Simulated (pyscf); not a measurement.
## `[SiH]=[AsH]`, doublet

Gas-phase minimum from PySCF at ωB97X-D3(BJ)/def2-SVP, one conformer. [HSi=AsH]• lies 13.8 kcal/mol over its isomer H₂Si=As•, and others may lie lower still (electronic energy, ωB97M-D3(BJ)). 

```
Si
H 1 1.5053
As 1 2.1555 2 118.10
H 3 1.5213 1 93.72 2 180.00
```
Charge 0, spin multiplicity 2.

Properties at ωB97X-D3(BJ)/def2-SVP:

```yaml
harmonic_wavenumbers_unscaled: 447, 473, 523, 758, 2174, 2253 cm⁻¹
zero_point_energy: 9.5 kcal/mol
rotational_symmetry_number: 1
Entropy of this conformer at 298 K and 1 atm, rigid rotor and harmonic oscillator, modes under 100 cm⁻¹ raised to 100: 275.2 J/(mol K)
dipole_moment: 1.12 D
Spin expectation value S2: 0.766
```

Single-point totals, which compare only within one level (frozen core for MP2 and CC):

```tsv
level	total energy (hartree)
ωB97X-D3(BJ)/def2-TZVP	-2526.46480
PBE/def2-TZVP	-2526.02713
r²SCAN/def2-TZVP	-2526.47542
B3LYP-D3(BJ)/def2-TZVP	-2526.58084
PBE0-D3(BJ)/def2-TZVP	-2526.11775
M06-2X/def2-TZVP	-2526.49295
ωB97M-D3(BJ)/def2-TZVP	-2526.55971
UHF/def2-TZVPP	-2524.24785
MP2/def2-TZVPP	-2524.59210
CCSD/def2-TZVPP	-2524.62550
CCSD(T)/def2-TZVPP	-2524.64405
```

The CCSD(T) − MP2 part came from Ansatz, without density fitting, on the same reference. An open-shell T1 diagnostic exceeds 0.045. A UHF reference is spin-contaminated (<S²> up to 1.20), which harms MP2 most. The frozen core leaves the outer d or s,p core shells of the metals and heavy elements correlated in the MP2 and CC values, and def2-TZVPP describes them poorly, so these totals are far from the basis limit. Elements up to Kr have no core potential and no relativistic terms here.
